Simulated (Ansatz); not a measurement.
Reaction (formal loss of a carbene): `CCB(S)S` → `[CH2]` (triplet) + `CB(S)S`

Calculated with Ansatz (gas phase, PBE0-D4/def2-TZVP geometries, no zero-point term in ΔE). CCSD(T)/CBS adds triple-zeta CCSD(T) − MP2 to the extrapolated MP2 energy (def2 sets, frozen cores). This one scheme is used for every species. Triplets are unrestricted, without spin–orbit coupling. Each species was taken in one conformer, which may not be the lowest.

```csv
species,CCSD(T)/CBS(def2) energy (Eh)
`CCB(S)S`,-900.73504
`[CH2]` (triplet),-39.09499
`CB(S)S`,-861.47802
```

**Question.** Work out ΔE.

**Answer.** ΔE = (-39.09499) + (-861.47802) − (-900.73504) = 0.16203 Eh = +425.4 kJ/mol.

Largest T1 diagnostic among the species: 0.013.

The D4 term adds +12.0 kJ/mol with B3LYP and +6.6 kJ/mol with PBE0; it sums over pairs of atoms, weighted by their polarisabilities, and B3LYP, whose exchange is more repulsive, gets the larger term. In def2-TZVPP, CCSD(T) changes the Hartree–Fock value by +139.7 kJ/mol (the triples alone add +11.6 kJ/mol) and MP2 by +152.9 kJ/mol. From PBE to PBE0 (25 % exact exchange), in def2-TZVPP and without D4, ΔE moves by −6.9 kJ/mol.

B3LYP here is the variant with VWN-RPA as its local correlation; programs differ in this.
